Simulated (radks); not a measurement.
Results of a calculation; reference values are marked as such.
Q: These are the eigenvalues of the occupied orbitals of an atom or ion with whole-number occupations (eV). Level of theory: scalar-relativistic Kohn-Sham, r2SCAN, spin-polarised, spherical densities, finite nucleus; meta-GGA in the generalised Kohn-Sham scheme; Fermi nuclear charge, rms radius of each element as measured or else 0.836 A^(1/3) + 0.57 fm (a radial shooting solver on a logarithmic mesh with Libxc functionals).

1s up: -87680.25
1s down: -87680.21
2s up: -19114.47
2s down: -19097.74
2p up: -17098.89
2p down: -17085.47
3s up: -7344.975
3s down: -7326.894
3p up: -6751.189
3p down: -6732.603
3d up: -6226.079

Which element is it, and in what charge state? The configuration may be excited. Open shells, if any, are filled with parallel spins first.

A: Z = 80, mercury, charge +60: Hg60+ in [Ar] 3d2. The list shows which subshells hold electrons but not how many an open one holds; the 1s level, -3222.2 hartree, gives Z - s = 80.3 by -(Z - s)^2/2, which with screening and relativity narrows Z to a few neighbours, and the depths of the outer levels then fix element, charge and occupations together.
